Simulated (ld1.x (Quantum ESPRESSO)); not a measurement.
## manganese, TM: configuration errors across variants

ld1.x (Quantum ESPRESSO) 7.5 input, shortened:

```
&input
   title='Mn', zed=25., rel=1, dft='PBE', iswitch=3,
   config='[Ar] 3d6 4s1 4p0'
 /
 &inputp
   pseudotype=2, tm=.true., lloc=-1, rcloc=1.25,
   nlcc=.false.
 /
3
3S  1  0   2.00   0.00  1.15  1.15  0.0
3P  2  1   6.00   0.00  0.90  0.90  0.0
3D  3  2   6.00   0.00  1.40  1.40  0.0
 &test
   configts(1)='3s2 3p6 3d6 4s1 4p0'
 /
```

Occupied shells without a wave of their own: 4s. They enter only through the test configuration that unscreens the potential.

All-electron excitation energies from the reference (eV): (1) 3s2 3p6 3d5 4s2 4p0 0.358; (2) 3s2 3p6 3d5 4s1 4p0 8.774; (3) 3s2 3p6 3d5 4s0 4p0 24.373; (4) 3s2 3p6 3d5 4s1 4p1 4.215; (5) 3s2 3p6 3d4 4s0 4p0 56.892; (6) 3s2 3p6 3d5.5 4s1.5 4p0 -0.124; (7) 3s2 3p6 3d4 4s2 4p1 8.159.

On the changes marked as counting shells twice: ld1.x takes every shell without a wave as core, so the model core holds the marked electrons as well and exchange and correlation see them twice. This cancels in the reference configuration, but the file is broken for other ones, and its errors say nothing about a proper core correction.

3 further variants failed, have other tests or too few solved ones, and are left out.

The file “wave 3s (bound): rc 1.15 bohr becomes 3s (bound): rc 1.76 bohr” misses its own reference levels by 0.3 eV.

Errors AE − PS in meV (a dash: test not solved or not reliable):

```csv
change,(1),(2),(3),(4),(5),(6),(7),bound ghosts
base,-33,-0.2,+55,+3.6,+86,-15,-19,none
wave 3p (bound): rc 0.90 bohr becomes 3p (bound): rc 0.56 bohr,-33,-0.4,+55,+3.7,+86,-15,-21,none
local potential the d channel,+192,+18,-305,-46,-523,+72,+353,none
wave 3s (bound): rc 1.15 bohr becomes 3s (bound): rc 1.76 bohr,+371,+3.6,-618,+17,-917,+157,+634,none
core correction a·sin(br)/r model core inside 0.98 bohr (4s counted twice),-46,-40,-218,-17,-332,-18,-84,none
"all radii scaled by about 0.89 (s 1.02, p 0.80, d 1.24 bohr); local potential all-electron potential smoothed inside 1.12 bohr (lloc = -1)",+58,+0.8,-95,-4.1,-142,+24,+96,none
```

Task: Give the same row for: wave 3d (bound): rc 1.40 bohr becomes 3d (bound): rc 0.96 bohr.

Result: -34, +0.8, +59, +3.8, +79, -15, -39; bound ghosts: none.
